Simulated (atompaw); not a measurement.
Before and after: PAW (atompaw) potential for gold (Au)

atompaw 4.2.0.5 input, output lines left out:

```
Au 79
GGA-PBE scalarrelativistic loggrid 2001 logderivrange -11 5 401
6 6 5 4 0 0
6 0 0
6 1 0
0 0 0
c
c
c
c
v
v
c
c
c
v
v
c
c
v
c
2
2.15 1.65 1.80 1.25
n
n
y
1.8
n
custom rrkj gramschmidtortho besselshape
bessel
1.15
1.50
1.30
2.15
1.95
2.15
```

Change: wave 5d (bound): rc 1.95 bohr becomes 5d (bound): rc 1.84 bohr.

Cutoffs: the cutoffs (Ry, on a coarse ladder) from which the occupation-weighted sum of valence levels, in a spherical-Bessel basis at the reference potential, stays within 10 and 1 mRy of its value at 400 Ry; they do not see the model core or the augmentation charge, which bear on the density cutoff.

Q: What does the change do?

A: The potential gets neither clearly harder nor softer (50 Ry and 100 Ry → 50 Ry and 100 Ry); the p channel sets the loose cutoff, while the largest relative change is in d, which becomes harder; the range in which the d phases agree widens (upper end 3.7 → at the end of the scan); neither file shows a bound ghost.

| quantity | base | changed |
| --- | --- | --- |
| cutoff, loose | 50 Ry | 50 Ry |
| cutoff, tight | 100 Ry | 100 Ry |
| loose cutoff by channel (10 mRy a level) | s 30 Ry, p 40 Ry, d 21 Ry | s 30 Ry, p 40 Ry, d 25 Ry |
| bound ghosts | none | none |
| s: phases at 2.16 bohr within 0.05 rad from the reference energy up to (Ry; the scan ends near 5) | to the end of the scan | to the end of the scan |
| p: phases at 2.16 bohr within 0.05 rad from the reference energy up to (Ry; the scan ends near 5) | to the end of the scan | to the end of the scan |
| d: phases at 2.16 bohr within 0.05 rad from the reference energy up to (Ry; the scan ends near 5) | 3.7 | to the end of the scan |
| lowest overlap eigenvalue by channel | s 0.10, p 0.48, d 0.17 | s 0.10, p 0.48, d 0.16 |

 The cutoffs see the waves, projectors and local potential, not the compensation charge or the core.
